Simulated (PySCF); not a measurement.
# Polarisability and C₆ of Mo²⁺ (molybdenum, charge +2)

[Kr] 4d4, high-spin 5D determinant. Calculation: PySCF 2.14, in ANO-RCC-VTZP; the spin-free X2C one-electron Hamiltonian (Gaussian nucleus). Coupled (time-dependent) response in atomic units; α is the mean over directions. The basis has no added diffuse functions, which lowers α and C₆.

```tsv
method	mean α (bohr³)	α xx, yy, zz	C₆ (like pair)	S(−4)
UHF	8.665	8.121, 8.121, 9.751	46.22	27.74
PBE	9.650	9.137, 9.137, 10.68	51.36	41.78
PBE0	9.229	8.715, 8.715, 10.26	49.16	35.26
```

S(−4) is the Cauchy moment in α(ω) = α(0) + S(−4) ω² + …

Spin-orbit coupling is absent.

α(iu) at PBE:

```tsv
u (hartree)	α(iu) (bohr³)
0	9.650
0.0500	9.548
0.100	9.265
0.200	8.390
0.300	7.455
0.500	5.968
0.750	4.696
1.00	3.777
1.50	2.534
2.00	1.777
3.00	0.9847
5.00	0.4218
```

For an ion, C₆ is the dispersion term alone; charge-induced terms of lower order in 1/R come first.

The components differ because the open shell of this determinant is not spherical; for a pure term their mean is the scalar polarisability.
